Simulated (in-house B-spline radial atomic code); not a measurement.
Se⁺. Computed with a B-spline radial atomic code. Model: non-relativistic spherical atom: semilocal Troullier-Martins pseudo-atom, one channel per l, against all electrons, high spin, G0W0 and RPA with empty states to l = 8, local potential for every l without a channel, a model core (radius 0 = none) keeps its share of the functional.

What the tables leave out is listed at the end.

The pseudopotential gives back the lowest level of each angular momentum of its own functional in the configuration it was made in; a second state of the same l is only approximately right. Exact exchange, RPA and GW see the smooth pseudo-orbitals and miss the exchange with the core, for which the functional's share stands in. The column with an uncorrelated core keeps all orbitals and exact exchange, and so separates missing core correlation from pseudisation. Only the three outermost levels and the lowest empty one were computed. RPA here is direct RPA, with no exchange kernel, and its energies carry an (l + 1/2)⁻⁴ tail. A hybrid on a potential with a model core restores only its own semilocal share of the core's exchange.

Command:
```bash
python run_psgw.py task.json out
```
Settings (lengths in bohr, energies in hartree):
```
Z                      34
electrons              33
configuration          [Ar] 3d10 4s2 4p3
generated_in           [Ar] 3d10 4s2 4p4
functional             pbe,pbe
core_shells            4
radius_factor          1.3
core_correction        False
```

Run time, properties included: 38 s on 1 thread of Arm Neoverse N1, on a shared host.

Given: made with PBE; model core radius 0 bohr; local radius 0.859 bohr; mean-field start PBE.

Valence shells of the generating configuration: 3p, 3d, 4s, 4p.

Channel: s 2.011, p 0.656, d 1.747 (radii in bohr).

Computed: largest level miss in the spin-unpolarised generating configuration 0.056 eV; valence RPA correlation energy all-electron orbitals -1.4199 hartree; valence RPA correlation energy pseudo -1.4162 hartree; pseudo-atom RPA polarisability 12.071 bohr³.

```tsv
level	occupied	mean-field all-electron (eV)	mean-field pseudo minus all (eV)	G0W0 all-electron (eV)	G0W0 uncorrelated core minus all (eV)	G0W0 pseudo minus all (eV)	exchange self-energy all-electron (eV)	exchange self-energy pseudo (eV)
4p up	1	-16.416	-0.081	-21.352	0.002	0.053	-19.889	-18.791
4s down	1	-24.431	-0.099	-29.263	-0.086	-1.833	-18.44	-19.982
4p down (empty)	0	-13.614	-0.117	-10.076	0.003	0.228	-5.6252	-4.5136
```

Problem. What is the all-electron RPA polarisability, core included?

Solution. 12.511 bohr³.

Given: mean-field start PBE0.

Computed: valence RPA correlation energy all-electron orbitals -1.367 hartree; valence RPA correlation energy pseudo -1.3732 hartree; all-electron RPA polarisability, core included 11.131 bohr³.

```csv
level,occupied,mean-field all-electron (eV),mean-field pseudo minus all (eV),G0W0 all-electron (eV),G0W0 uncorrelated core minus all (eV),G0W0 pseudo minus all (eV),exchange self-energy all-electron (eV),exchange self-energy pseudo (eV)
4p up,1,-17.858,0.047,-21.532,0.002,0.137,-19.865,-18.743
4s down,1,-25.568,-0.762,-29.304,-0.083,-2.096,-18.224,-20.711
4p down (empty),0,-12.392,0.035,-9.8729,0.003,0.267,-5.3099,-4.267
```

Problem. What is the pseudo-atom RPA polarisability?

Solution. 10.785 bohr³.

Given: mean-field start Hartree-Fock.

Computed: valence RPA correlation energy all-electron orbitals -1.2368 hartree; all-electron RPA polarisability, core included 8.8083 bohr³; pseudo-atom RPA polarisability 8.6478 bohr³.

```tsv
level	occupied	mean-field all-electron (eV)	mean-field pseudo minus all (eV)	G0W0 all-electron (eV)	G0W0 uncorrelated core minus all (eV)	G0W0 pseudo minus all (eV)	exchange self-energy all-electron (eV)	exchange self-energy pseudo (eV)
4p up	1	-21.423	0.541	-21.848	0.003	0.442	-19.595	-18.374
4s down	?	?	?	?	?	?	?	?
4s up	1	-35.975	-2.254	-33.715	-0.064	-2.062	-25.974	-29.09
4p down (empty)	0	-7.8321	0.468	-9.5086	0.002	0.482	-4.1484	-3.2037
```

Problem. What belongs in the row 4s down?

Solution. occupied: 1; mean-field all-electron (eV): -27.531; mean-field pseudo minus all (eV): -3.623; G0W0 all-electron (eV): -29.275; G0W0 uncorrelated core minus all (eV): -0.069; G0W0 pseudo minus all (eV): -2.545; exchange self-energy all-electron (eV): -17.563; exchange self-energy pseudo (eV): -23.545.

Problem. What is the valence RPA correlation energy pseudo?

Solution. -1.2617 hartree.

Among the listed levels the largest G0W0 shift of the pseudo-atom is -2.54 eV, for 4s down on the Hartree-Fock start, while leaving the core uncorrelated moves that level by -0.07 eV. So pseudisation and the lost core exchange, not the missing core correlation, make the error. Not in the tables (levels of low weight, unsolved or above zero; the highest and the empty levels are kept at any weight): on PBE the G0W0 levels 4s up (pseudo minus all -2.64 eV, weights 0.03 and 0.18); on PBE0 the G0W0 levels 4s up (pseudo minus all -2.34 eV, weights 0.07 and 0.39).
